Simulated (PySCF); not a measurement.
# Tellurium: a sound run and one with changed settings

Sound run: Te [Kr] 4d10 5s2 5p4, Te⁺ [Kr] 4d10 5s2 5p3. Calculation: PySCF 2.14, in def2-TZVP with the def2 core potential (28 electrons) (6s5p3d2f, 50 functions); a scalar-relativistic core potential. The sound run starts from symmetry-adapted Hartree-Fock orbitals and uses a fine grid where one is needed.

Changed run: initial guess atom, at most 2 SCF cycles. This setting is unsound on purpose.

| species | method | sound run (hartree) | changed run (hartree) | converged |
| --- | --- | --- | --- | --- |
| Te | UHF | -267.00555 | -267.00431 | no |
| Te | r2SCAN | -268.08836 | -268.08799 | no |
| Te | LDA | -267.58556 | -267.58503 | no |
| Te⁺ | UHF | -266.72160 | -266.71878 | no |
| Te⁺ | r2SCAN | -267.76752 | -267.76447 | no |
| Te⁺ | LDA | -267.25527 | -267.24929 | no |

The SCF was stopped early; the energies are upper bounds that still move, and correlated levels were skipped or rest on poor orbitals.
